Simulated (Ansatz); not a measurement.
Cost and result for the atomization energy of C2H6AlCl, SMILES `[CH3][Al]([CH3])[Cl]` (10 atoms, 9 bonds).

```json
{"atom": "C1", "x (Å)": "-0.9165", "y (Å)": "0.8744", "z (Å)": "-1.2194"}
{"atom": "Al2", "x (Å)": "-0.4115", "y (Å)": "0.0091", "z (Å)": "0.4445"}
{"atom": "C3", "x (Å)": "1.2832", "y (Å)": "-0.8714", "z (Å)": "0.7973"}
{"atom": "Cl4", "x (Å)": "-1.8160", "y (Å)": "0.0134", "z (Å)": "2.0241"}
{"atom": "H5", "x (Å)": "-1.9163", "y (Å)": "1.3104", "z (Å)": "-1.1776"}
{"atom": "H6", "x (Å)": "-0.2080", "y (Å)": "1.6700", "z (Å)": "-1.4731"}
{"atom": "H7", "x (Å)": "-0.8913", "y (Å)": "0.1606", "z (Å)": "-2.0495"}
{"atom": "H8", "x (Å)": "1.7900", "y (Å)": "-0.4084", "z (Å)": "1.6498"}
{"atom": "H9", "x (Å)": "1.9604", "y (Å)": "-0.8366", "z (Å)": "-0.0596"}
{"atom": "H10", "x (Å)": "1.1259", "y (Å)": "-1.9213", "z (Å)": "1.0635"}
```

Total charge 0; spin multiplicity 1. Geometry: relaxed with PBE0-D4/def2-TZVP. Program: Ansatz. All runs use 2 threads of a server CPU on a shared host. Times are those of one run each, without the atoms' runs, and a repeat can differ threefold. Electronic energies, without spin–orbit coupling; frozen cores. CCSD(T)/CBS adds CCSD(T) − MP2 in def2-TZVPP to the MP2 limit, and its time is that of the two runs behind it. T1 = 0.009. HSE06 is the plane-wave form, built on full-range PBE exchange.

CCSD(T)/CBS is a level of theory with its own doubt, some kJ/mol a heavy atom from the limit and from the frozen cores, so smaller differences don't rank the functionals.

| level | functions | wall time | atomization (kcal/mol) | difference from CCSD(T)/CBS | per bond |
| --- | --- | --- | --- | --- | --- |
| LDA (SPW92)/def2-TZVPP | 230 | 1.9 s | 957.9 | 97.2 | 10.8 |
| CCSD(T)/def2-SVP | 94 | 3.7 s | 818.8 | -41.9 | -4.6 |
| BHLYP-D4/def2-TZVPP | 230 | 4.7 s | 843.1 | -17.6 | -2.0 |
| HSE06-D4/def2-TZVPP | 230 | 5.5 s | 860.6 | -0.1 | 0.0 |
| r2SCAN-D4/def2-TZVPP (with forces) | 230 | 7.5 s | 864.2 | 3.5 | 0.4 |
| B2PLYP/def2-TZVPP | 230 | 7.5 s | 850.3 | -10.4 | -1.2 |
| PBE-QIDH/def2-TZVPP | 230 | 8 s | 857.6 | -3.1 | -0.3 |
| r2SCANh-D4/def2-TZVPP | 230 | 8.5 s | 861.2 | 0.5 | 0.1 |
| B97M-V/def2-TZVPP | 230 | 14 s | 866.2 | 5.5 | 0.6 |
| ωB97M-V/def2-TZVPP (with forces) | 230 | 18 s | 862.9 | 2.2 | 0.2 |
| MP2/def2-QZVPP | 434 | 32 s | 861.5 | 0.8 | 0.1 |
| CCSD(T)/def2-TZVPP | 230 | 120 s | 841.0 | -19.7 | -2.2 |
| CCSD(T)/CBS(def2) | – | 2.5 min | 860.7 | 0.0 | 0.0 |

From r2SCAN to r2SCAN0 (25 % exact exchange), in def2-TZVPP and without D4, the atomization energy moves by −7.5 kcal/mol: exact exchange takes away binding that semilocal exchange gives to molecules. Leaving LDA and LC-ωPBE aside and taking each functional with its dispersion term where it has one, the values spread over 23.1 kcal/mol, from BHLYP-D4 to B97M-V. LDA lies +95.8 kcal/mol from PBE without D4, its usual overbinding. In def2-TZVPP, CCSD(T) changes the Hartree–Fock value by +178.1 kcal/mol (the triples alone add +9.5 kcal/mol) and MP2 by +187.0 kcal/mol; breaking electron pairs costs correlation energy, which Hartree–Fock lacks.
